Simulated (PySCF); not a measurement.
Record of a relaxation.

C₆H₃F.
Numbering: `[CH:1]#[C:2]/[CH:3]=[C:4](\[F:5])[C:6]#[CH:7]` (hydrogens: H8 on C1; H9 on C3; H10 on C7)

Computed by this run: PBE0-D3(BJ)/def2-SVP geometry optimisation, gas phase in PySCF 2.14.0; density fitting, grid level 1; the optimiser is geomeTRIC in internal coordinates, started from a GFN2-xTB structure with every atom displaced at random (about 0.01 Å). The frame can shift and turn from step to step; on so coarse a grid that alone can change the energy by a few meV, and forces under 0.02 eV/Å are noise.

Step 0: E = -8965.9167 eV, largest atomic force 3.706 eV/Å
```
atom  x, y, z in Å  |  force x, y, z in eV/Å
C1      3.029    0.267    0.030   -2.755  -0.019  -0.827
C2      1.846    0.229   -0.297    1.525  -0.036   0.442
C3      0.479    0.158   -0.669    2.939   0.278   0.316
C4     -0.455   -0.136    0.195   -3.238  -0.703   1.659
F5     -0.226   -0.395    1.489    0.226   0.175  -0.669
C6     -1.855   -0.212   -0.158    3.244   0.147   0.871
C7     -3.011   -0.292   -0.420   -1.995  -0.098  -0.489
H8      4.035    0.350    0.293    1.326   0.047   0.369
H9      0.248    0.359   -1.674   -0.633   0.261  -1.525
H10    -4.040   -0.349   -0.663   -0.639  -0.052  -0.146
```

Step 1: E = -8966.0892 eV, largest atomic force 0.637 eV/Å
```
atom  x, y, z in Å  |  force x, y, z in eV/Å
C1      3.049    0.424   -0.121    0.489  -0.170   0.338
C2      1.867    0.204   -0.275   -0.242   0.265  -0.229
C3      0.501    0.103   -0.612   -0.411  -0.068  -0.163
C4     -0.492   -0.200    0.258    0.507   0.138  -0.361
F5     -0.194   -0.444    1.523   -0.136  -0.081   0.278
C6     -1.866   -0.266   -0.089   -0.155  -0.058   0.044
C7     -3.043   -0.328   -0.377    0.101   0.032   0.019
H8      4.096    0.551    0.107   -0.150   0.018  -0.111
H9      0.215    0.306   -1.654    0.031  -0.064   0.193
H10    -4.084   -0.371   -0.636   -0.034  -0.013  -0.008
```

Step 2: E = -8966.0959 eV, largest atomic force 0.523 eV/Å
```
atom  x, y, z in Å  |  force x, y, z in eV/Å
C1      3.044    0.401   -0.102   -0.126  -0.207   0.172
C2      1.855    0.230   -0.293    0.245   0.306  -0.287
C3      0.490    0.141   -0.644    0.148  -0.173   0.471
C4     -0.472   -0.172    0.253   -0.348  -0.019  -0.223
F5     -0.210   -0.423    1.530    0.253   0.078  -0.136
C6     -1.847   -0.263   -0.086   -0.163  -0.019  -0.026
C7     -3.024   -0.345   -0.368    0.004   0.019  -0.003
H8      4.088    0.493    0.135    0.009   0.036  -0.049
H9      0.192    0.327   -1.680   -0.027  -0.011   0.077
H10    -4.067   -0.410   -0.621    0.005  -0.010   0.004
```

Step 3: E = -8966.1120 eV, largest atomic force 0.444 eV/Å
```
atom  x, y, z in Å  |  force x, y, z in eV/Å
C1      3.057    0.385   -0.092   -0.408  -0.168   0.048
C2      1.864    0.253   -0.297    0.209   0.183  -0.089
C3      0.492    0.162   -0.634    0.176  -0.091   0.118
C4     -0.482   -0.155    0.243   -0.146  -0.047   0.086
F5     -0.197   -0.398    1.518    0.012   0.023  -0.054
C6     -1.861   -0.263   -0.092    0.103   0.016   0.016
C7     -3.038   -0.360   -0.370   -0.041   0.007  -0.011
H8      4.102    0.455    0.136    0.100   0.044  -0.015
H9      0.194    0.340   -1.667   -0.026   0.037  -0.104
H10    -4.081   -0.441   -0.619    0.021  -0.004   0.007
```

Step 4: E = -8966.1160 eV, largest atomic force 0.121 eV/Å
```
atom  x, y, z in Å  |  force x, y, z in eV/Å
C1      3.047    0.377   -0.074    0.001  -0.078   0.071
C2      1.861    0.261   -0.306   -0.027   0.068  -0.097
C3      0.494    0.160   -0.649    0.043  -0.014  -0.001
C4     -0.479   -0.157    0.229   -0.035   0.008   0.089
F5     -0.180   -0.389    1.503   -0.041  -0.017  -0.002
C6     -1.860   -0.264   -0.094    0.063  -0.004   0.003
C7     -3.038   -0.360   -0.361   -0.020   0.003  -0.004
H8      4.093    0.448    0.162    0.018   0.032  -0.016
H9      0.195    0.346   -1.683   -0.004   0.003  -0.043
H10    -4.083   -0.443   -0.600    0.002  -0.001   0.001
```

Step 5: E = -8966.1170 eV, largest atomic force 0.158 eV/Å
```
atom  x, y, z in Å  |  force x, y, z in eV/Å
C1      3.049    0.370   -0.074    0.151  -0.006   0.045
C2      1.864    0.271   -0.314   -0.129  -0.037   0.009
C3      0.494    0.161   -0.642   -0.035   0.039  -0.073
C4     -0.480   -0.153    0.237    0.050  -0.019   0.069
F5     -0.193   -0.390    1.512    0.016   0.013  -0.014
C6     -1.858   -0.263   -0.093   -0.021   0.000  -0.031
C7     -3.035   -0.360   -0.366    0.003   0.000   0.003
H8      4.097    0.444    0.152   -0.025   0.015  -0.011
H9      0.190    0.345   -1.676   -0.003  -0.005   0.004
H10    -4.079   -0.446   -0.610   -0.006   0.001  -0.002
```

Step 6: E = -8966.1177 eV, largest atomic force 0.026 eV/Å
```
atom  x, y, z in Å  |  force x, y, z in eV/Å
C1      3.044    0.362   -0.063    0.004  -0.001   0.000
C2      1.860    0.271   -0.317    0.018  -0.014  -0.006
C3      0.493    0.167   -0.655   -0.012   0.014  -0.010
C4     -0.477   -0.149    0.230    0.006  -0.018   0.018
F5     -0.179   -0.384    1.502   -0.008   0.009  -0.012
C6     -1.856   -0.262   -0.094   -0.005   0.004  -0.005
C7     -3.035   -0.362   -0.361    0.003  -0.001   0.003
H8      4.091    0.438    0.171   -0.008   0.006   0.000
H9      0.188    0.349   -1.689    0.003  -0.002   0.015
H10    -4.079   -0.451   -0.599   -0.002   0.001  -0.002
```

Step 7: E = -8966.1177 eV, largest atomic force under 0.02 eV/Å
```
atom  x, y, z in Å  |  force x, y, z in eV/Å
C1      3.046    0.364   -0.066   -0.011  -0.005   0.001
C2      1.861    0.268   -0.316    0.012  -0.002  -0.004
C3      0.493    0.163   -0.652    0.000   0.001   0.003
C4     -0.477   -0.154    0.232   -0.002   0.012   0.008
F5     -0.182   -0.387    1.505    0.000  -0.003  -0.008
C6     -1.856   -0.263   -0.094   -0.002  -0.003  -0.003
C7     -3.035   -0.359   -0.362    0.001   0.000   0.001
H8      4.091    0.445    0.167    0.001   0.004   0.000
H9      0.188    0.347   -1.686    0.001  -0.004   0.002
H10    -4.079   -0.445   -0.602    0.001   0.001  -0.001
```

Question: Summarise the path.

Answer: The energy falls by 0.2010 eV from step 0 to step 7; nine tenths of that is first reached at step 3. It falls at every step. The largest force goes from 3.706 to under 0.02 eV/Å. Among the bonds C3=C4 changes most, from 1.306 to 1.350 Å; the atoms move by 0.039 Å rms after alignment.

Question: Follow the three bonds and two angles with the largest change from start to end.

Answer: 
| step | E above end (eV) | largest force (eV/Å) | C3=C4 (Å) | C3–H9 (Å) | C1–H8 (Å) | C4–C3–H9 (°) | C3–C4–F5 (°) |
| --- | --- | --- | --- | --- | --- | --- | --- |
| 0 | 0.2010 | 3.706 | 1.306 | 1.051 | 1.043 | 121.2 | 124.1 |
| 1 | 0.0285 | 0.637 | 1.355 | 1.099 | 1.079 | 117.3 | 119.3 |
| 2 | 0.0218 | 0.523 | 1.351 | 1.094 | 1.075 | 118.3 | 122.8 |
| 3 | 0.0057 | 0.444 | 1.348 | 1.090 | 1.072 | 117.2 | 120.8 |
| 4 | 0.0017 | 0.121 | 1.349 | 1.092 | 1.074 | 117.4 | 120.2 |
| 5 | 0.0008 | 0.158 | 1.350 | 1.094 | 1.075 | 117.0 | 120.7 |
| 6 | 0.0000 | 0.026 | 1.350 | 1.094 | 1.075 | 117.3 | 120.5 |
| 7 | 0.0000 | under 0.02 | 1.350 | 1.093 | 1.074 | 117.3 | 120.6 |

The cost below is that of the whole optimisation. Time: 33 s; peak memory 0.45 GiB. Hardware: Arm Neoverse V2, one thread, shared host.
